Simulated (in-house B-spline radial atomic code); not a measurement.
Values are calculated unless marked as measured or tabulated.
Two electrons in InAs: a spherical dot of radius 24.7 nm with hard walls

For InAs the NSM archive of the Ioffe Institute lists m* = 0.023 m0 and ε = 15.15. In so narrow a gap the band flattens within tens of meV, so real spacings are smaller, by up to some tenths.

Effective-mass model with parabolic bands, a uniform dielectric constant, no image charges, no central-cell or spin-orbit terms. Two-electron levels come from full CI in B-splines with partial waves to l = 5 (up to 0.001 effective hartree above the limit).

Question: What are the effective units, and what is the potential in them?

Answer: Ha* = 27211.386 meV × 0.023/15.15² = 2.727 meV and a* = 0.0529177 nm × 15.15/0.023 = 34.86 nm. The radius is R = 0.708 a*. The one-electron levels are π²/2R² = 9.8447 and 4.4934²/2R² = 20.1398 Ha*.

In these units the lowest s and p orbitals lie at 9.8447 and 20.1398, and their Coulomb and exchange integrals are J_ss = 2.5227, J_sp = 2.2877 and K_sp = 0.508. (For an empty sphere J_ss = 1.786/R.) Full CI gives 22.1463 for the ground singlet, 31.7506 for the sp triplet, 32.7095 for the sp singlet and 51.3274 for the lowest triplet of two s orbitals.

Question: What does it cost to add the second electron, to first order and exactly?

Answer: To first order E = 2ε_s + J_ss = 22.2121, so the charging energy E(2) − 2E(1) is J_ss = 6.879 meV. CI gives 22.1463 − 2 × (9.8447) = 2.4569, or 6.699 meV: relaxation and correlation lower it by 0.1796 meV, 2.6 % of J_ss. The s² configuration of one-electron orbitals holds 99.8 % of the state, and the mean radius is 12.5 nm.

Question: How far above the singlet do the triplets lie?

Answer: To first order the sp triplet lies at ε_s + ε_p + J_sp − K_sp = 31.7642, which is 26.05 meV above 2ε_s + J_ss. CI gives 31.7506 − (22.1463) = 9.6043, or 26.19 meV, 93 % of the orbital spacing of 28.07 meV. The ss triplet lies 79.57 meV up, so the lower of the two is the sp one, and its gap equals k_BT at 304 K. The sp singlet-triplet splitting is 2.615 meV, against 2K_sp = 2.77 meV.
